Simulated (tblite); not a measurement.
Compound: C₅H₁₂O₂Si.
SMILES with atom numbers: `[CH3:1][CH2:2]/[CH:3]=[CH:4]\[CH2:5][O:6][SiH2:7][OH:8]` (hydrogens: H9, H10, H11 on C1; H12, H13 on C2; H14 on C3; H15 on C4; H16, H17 on C5; H18, H19 on Si7; H20 on O8)

Computed with GFN2-xTB (tblite), gas phase: L-BFGS steps from a force-field or distance-geometry start until the largest atomic force falls under 0.01 eV/Å.

Step 14: E = -728.0305 eV
```
atom  x, y, z in Å  |  force x, y, z in eV/Å
C1     -2.7662    0.8894   -0.9244   -0.072   0.013   0.075
C2     -1.8916   -0.3534   -1.1284   -0.026  -0.044   0.095
C3     -1.6100   -0.9936    0.1970    0.075  -0.035   0.062
C4     -0.4208   -1.1575    0.7595    0.047   0.109   0.094
C5      0.8993   -0.8772    0.1136   -0.026  -0.039  -0.075
O6      1.6686    0.0830    0.7924   -0.052  -0.055   0.075
Si7     3.1759    0.4695    0.3191   -0.058   0.054   0.098
O8      3.5266    1.9413    0.8817   -0.029   0.057  -0.049
H9     -2.5174    1.3537    0.0255    0.082   0.113   0.014
H10    -3.8211    0.6351   -0.8925   -0.060  -0.067  -0.022
H11    -2.6119    1.6221   -1.7135   -0.016  -0.091  -0.031
H12    -0.9610   -0.0543   -1.6096   -0.087  -0.065  -0.042
H13    -2.4022   -1.0805   -1.7639    0.014   0.086  -0.108
H14    -2.4880   -1.3290    0.7386    0.015   0.152  -0.017
H15    -0.3367   -1.5515    1.7630   -0.068  -0.065  -0.013
H16     1.4520   -1.8269    0.0668    0.048   0.044  -0.016
H17     0.7546   -0.5160   -0.9064    0.037  -0.148  -0.129
H18     4.1957   -0.3328    0.9631    0.037  -0.124  -0.005
H19     3.1679    0.4047   -1.1432    0.158   0.051  -0.096
H20     2.9811    2.6848    0.6390   -0.019   0.054   0.087
```

Step 15: E = -728.0381 eV
```
atom  x, y, z in Å  |  force x, y, z in eV/Å
C1     -2.7700    0.8913   -0.9237    0.001  -0.014   0.085
C2     -1.8941   -0.3541   -1.1223   -0.027   0.025   0.037
C3     -1.6089   -0.9956    0.2008   -0.029   0.042  -0.008
C4     -0.4191   -1.1546    0.7589    0.082   0.086   0.048
C5      0.8976   -0.8829    0.1033   -0.012  -0.021  -0.010
O6      1.6654    0.0821    0.7755   -0.048  -0.030   0.081
Si7     3.1753    0.4705    0.3151   -0.044   0.035   0.181
O8      3.5232    1.9368    0.8898   -0.004   0.071  -0.026
H9     -2.5103    1.3621    0.0225    0.023   0.091  -0.053
H10    -3.8238    0.6308   -0.8870   -0.035  -0.018  -0.002
H11    -2.6155    1.6165   -1.7226   -0.049  -0.136   0.037
H12    -0.9660   -0.0506   -1.6034   -0.042  -0.063  -0.049
H13    -2.4008   -1.0776   -1.7629   -0.016   0.048  -0.108
H14    -2.4865   -1.3244    0.7440   -0.014   0.128   0.022
H15    -0.3342   -1.5432    1.7620   -0.035  -0.095   0.055
H16     1.4483   -1.8320    0.0686    0.085  -0.013  -0.021
H17     0.7548   -0.5361   -0.9212    0.021  -0.121  -0.132
H18     4.1964   -0.3227    0.9677    0.035  -0.151  -0.005
H19     3.1804    0.4097   -1.1413    0.156   0.047  -0.204
H20     2.9825    2.6846    0.6538   -0.049   0.086   0.071
```

Step 16: E = -728.0470 eV
```
atom  x, y, z in Å  |  force x, y, z in eV/Å
C1     -2.7745    0.8928   -0.9213    0.069  -0.044   0.071
C2     -1.8975   -0.3547   -1.1147   -0.022   0.088  -0.047
C3     -1.6074   -0.9969    0.2054   -0.124   0.120  -0.073
C4     -0.4164   -1.1497    0.7589    0.077   0.022  -0.011
C5      0.8956   -0.8902    0.0906    0.017  -0.004   0.059
O6      1.6601    0.0804    0.7578   -0.014   0.008   0.051
Si7     3.1735    0.4721    0.3137   -0.005   0.004   0.168
O8      3.5197    1.9338    0.8986    0.012   0.070  -0.002
H9     -2.5016    1.3739    0.0184   -0.048   0.057  -0.113
H10    -3.8273    0.6250   -0.8806    0.002   0.041   0.033
H11    -2.6203    1.6071   -1.7328   -0.085  -0.162   0.098
H12    -0.9727   -0.0471   -1.5972    0.016  -0.054  -0.050
H13    -2.3999   -1.0727   -1.7638   -0.046   0.007  -0.084
H14    -2.4849   -1.3163    0.7510   -0.044   0.098   0.071
H15    -0.3322   -1.5353    1.7615    0.011  -0.103   0.102
H16     1.4456   -1.8382    0.0703    0.109  -0.063  -0.021
H17     0.7556   -0.5619   -0.9409    0.009  -0.086  -0.090
H18     4.1980   -0.3144    0.9725    0.003  -0.155  -0.015
H19     3.1987    0.4165   -1.1427    0.142   0.046  -0.200
H20     2.9828    2.6864    0.6727   -0.077   0.110   0.053
```

Task: Estimate the geometry and energy of step 17. (The exact step hangs on the optimiser's Hessian estimate; all steps are aligned on step 16, rigid shifts and turns removed.)

Result: E = -728.0555 eV, largest force 0.232 eV/Å
```
atom  x, y, z in Å  |  force x, y, z in eV/Å
C1     -2.7782    0.8931   -0.9178    0.085  -0.063   0.031
C2     -1.9012   -0.3543   -1.1086   -0.008   0.098  -0.114
C3     -1.6070   -0.9961    0.2092   -0.149   0.155  -0.088
C4     -0.4138   -1.1448    0.7587    0.022  -0.061  -0.054
C5      0.8943   -0.8977    0.0789    0.046  -0.005   0.098
O6      1.6539    0.0788    0.7427    0.035   0.040  -0.005
Si7     3.1712    0.4739    0.3152    0.051  -0.014   0.062
O8      3.5169    1.9334    0.9062    0.002   0.058   0.012
H9     -2.4939    1.3865    0.0128   -0.100   0.028  -0.129
H10    -3.8300    0.6192   -0.8738    0.028   0.089   0.074
H11    -2.6258    1.5944   -1.7412   -0.112  -0.139   0.113
H12    -0.9793   -0.0438   -1.5926    0.068  -0.043  -0.050
H13    -2.4007   -1.0671   -1.7660   -0.061  -0.021  -0.044
H14    -2.4840   -1.3057    0.7596   -0.058   0.079   0.097
H15    -0.3309   -1.5297    1.7621    0.048  -0.082   0.087
H16     1.4452   -1.8452    0.0716    0.111  -0.075  -0.013
H17     0.7569   -0.5883   -0.9610    0.006  -0.054  -0.004
H18     4.1996   -0.3104    0.9762   -0.045  -0.139  -0.027
H19     3.2200    0.4243   -1.1468    0.115   0.046  -0.089
H20     2.9815    2.6902    0.6920   -0.085   0.102   0.041
```

The energy changes by -0.0084 eV. The first-order estimate −F·Δx gives -0.0118 eV and the mean of the old and new forces, exact on a quadratic surface, -0.0084 eV. The step makes an angle of 71° with the force vector and moves no atom by more than 0.033 Å.

The cost below is that of the whole relaxation. Hardware: one thread, Intel Xeon at 2.50 GHz (x86_64), shared host with 64 logical CPUs at a one-minute load of 49. Cost: 6.6 s.
